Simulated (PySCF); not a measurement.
Input of a response calculation (the driver script's job line, then coordinates in Å):

```
{"job": {"kind": "uv", "xc": "CAM-B3LYP", "basis": "def2-SVPD", "nstates": 8, "ntriplets": 3}, "charge": 0, "multiplicity": 1}
C     -2.523778     1.813811     1.210243
C     -1.688633     1.170106     0.621731
Ga    -0.316601     0.272427    -0.479778
N     -0.776563    -1.749502     0.397353
Cl    -0.878690    -0.139654    -2.458256
C      1.624270     0.542774    -0.018381
C      2.576726     0.407602    -0.933613
H     -3.255109     2.355826     1.744802
H     -1.760709    -1.920187     0.195984
H     -0.651975    -1.778498     1.406348
H     -0.230577    -2.498680    -0.022457
H      1.913601     0.829087     0.990618
H      3.628620     0.556258    -0.721134
H      2.338740     0.138158    -1.955626
```

The program printed:

```
coarse grid: 56880 points
cycle   1  E = -2595.8427705815  dE =  1.239e-02  |g| = 6.612e-01  |ddm| = 8.174e+00
cycle   2  E = -2595.8605937331  dE = -1.782e-02  |g| = 6.937e-01  |ddm| = 2.558e+00
cycle   3  E = -2595.9291671858  dE = -6.857e-02  |g| = 6.559e-02  |ddm| = 1.365e+00
cycle   4  E = -2595.9297625282  dE = -5.953e-04  |g| = 2.574e-02  |ddm| = 1.949e-01
cycle   5  E = -2595.9298910319  dE = -1.285e-04  |g| = 1.332e-02  |ddm| = 7.650e-02
cycle   6  E = -2595.9299340109  dE = -4.298e-05  |g| = 3.041e-03  |ddm| = 2.601e-02
cycle   7  E = -2595.9299363080  dE = -2.297e-06  |g| = 3.909e-04  |ddm| = 6.339e-03
final grid: 118464 points
cycle   8  E = -2595.9299360775  dE = -5.679e-08  |g| = 2.899e-04  |ddm| = 4.871e-03
cycle   9  E = -2595.9299360829  dE = -5.389e-09  |g| = 2.813e-04  |ddm| = 1.181e-03
cycle  10  E = -2595.9299361023  dE = -1.942e-08  |g| = 4.574e-05  |ddm| = 5.437e-04
cycle  11  E = -2595.9299361028  dE = -4.679e-10  |g| = 1.694e-05  |ddm| = 9.338e-05
converged SCF energy = -2595.9299361028

Static polarisability (au): isotropic 97.575, principal 81.417 90.844 120.465

Singlet excitations
state   eV       nm        f      main configurations
  1   5.9080    209.9   0.00526   H->L+1 0.38, H->L 0.27
  2   6.1612    201.2   0.00844   H-3->L+1 0.23, H-3->L 0.15
  3   6.3377    195.6   0.00716   H->L+2 0.16, H-2->L 0.12, H-2->L+1 0.10
  4   6.5096    190.5   0.00004   H-2->L+2 0.24, H-2->L+6 0.19
  5   6.8741    180.4   0.29179   H-1->L 0.49, H-2->L 0.16, H->L+1 0.14
  6   6.9414    178.6   0.01982   H->L 0.55, H->L+1 0.21, H-1->L 0.13
  7   7.0907    174.9   0.09870   H-1->L+1 0.63, H-2->L+1 0.10, H-1->L 0.09
  8   7.1464    173.5   0.03576   H-2->L 0.45, H-2->L+1 0.20, H-1->L 0.10

Triplet excitations (Tamm-Dancoff, eV): 4.3286 5.0890 5.4242
```

Level of theory: TDDFT CAM-B3LYP/def2-SVPD, vertical, gas phase, core orbitals frozen in the response in PySCF 2.14.0, density-fitted response routines. The structure is a single GFN2-xTB conformer in the gas phase; no vibrational or solvent corrections. Relativistic effects, spin–orbit coupling among them, are left out although an element past zinc is present.

Task: What is the polarisability anisotropy, √(½[(α1 − α2)² + (α2 − α3)² + (α3 − α1)²])?

Result: 35.29 au.

Task: What is the total energy of state 5 at this geometry?

Result: -2595.92994 + 0.25262 = -2595.67732 hartree.

Task: What transition dipole goes with state 5?

Result: |μ|² = 3f / (2ΔE) = 3 × 0.2918 / (2 × 0.2526) = 1.733 au, so |μ| = 3.35 D.

Task: What share of the summed oscillator strength falls to the strongest level in this window?

Result: State 5 at 180 nm: 0.2918 of 0.4670, or 62%.

Task: How much of the mean polarisability do the listed states account for?

Result: The sum over states Σ f/ΔE² (ΔE in hartree) gives 7.26 au, 7% of the total; the rest comes from higher roots of the same response equations.

Task: Write the structure that the coordinates describe.

Result: `C#[C][Ga@@-]([NH3+])([Cl])[CH]=C` (C4H7ClGaN), point group C1.

The SCF starts on a coarse grid; the energy jumps when the final grid takes over, and dE counts afresh there. H and L stand for HOMO and LUMO.

Shape of the structure used: `[CH:1]#[C:2][Ga@@-:3]([NH3+:4])([Cl:5])[CH:6]=[CH2:7]`: C2–Ga3–C6–C7 -155°.
